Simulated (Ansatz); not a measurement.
The same redistribution along the group C, Si, Ge, Sn.

Program: Ansatz. Geometries: PBE0-D4/def2-TZVP. ΔE: electronic, gas phase. CCSD(T)/CBS adds triple-zeta CCSD(T) − MP2 to the extrapolated MP2 energy (def2 sets, frozen cores). This one scheme is used for every species. Functionals use def2-TZVPP. B3LYP here is the variant with VWN-RPA as its local correlation; programs differ in this. Elements past krypton have def2 core potentials. For Ge, Sn, Zr outer-core shells are correlated without core-valence functions, which leaves a few kJ/mol of doubt a bond. Scalar relativity is left out up to krypton. One conformer a species, not always the lowest.

```csv
reaction,PBE-D4 (eV),ωB97X-V (eV),B3LYP-D4 (eV)
`FCF` + `[OH][Zr]([OH])([F])[SH]` → `OCF` + `[OH][Zr]([F])([F])[SH]`,-0.56,-0.52,-0.51
`F[SiH2]F` + `[OH][Zr]([OH])([F])[SH]` → `O[SiH2]F` + `[OH][Zr]([F])([F])[SH]`,-0.13,-0.09,-0.07
`[F][GeH2][F]` + `[OH][Zr]([OH])([F])[SH]` → `[OH][GeH2][F]` + `[OH][Zr]([F])([F])[SH]`,-0.23,-0.19,-0.17
`[F][SnH2][F]` + `[OH][Zr]([OH])([F])[SH]` → `[OH][SnH2][F]` + `[OH][Zr]([F])([F])[SH]`,-0.16,-0.13,-0.11
```

**Question.** Give the CCSD(T)/CBS values in the same order. (Best estimate.)

**Answer.** Computed: -0.49, -0.01, -0.16, -0.11 eV.

Largest T1 diagnostic: 0.017, for `[OH][Zr]([F])([F])[SH]`.
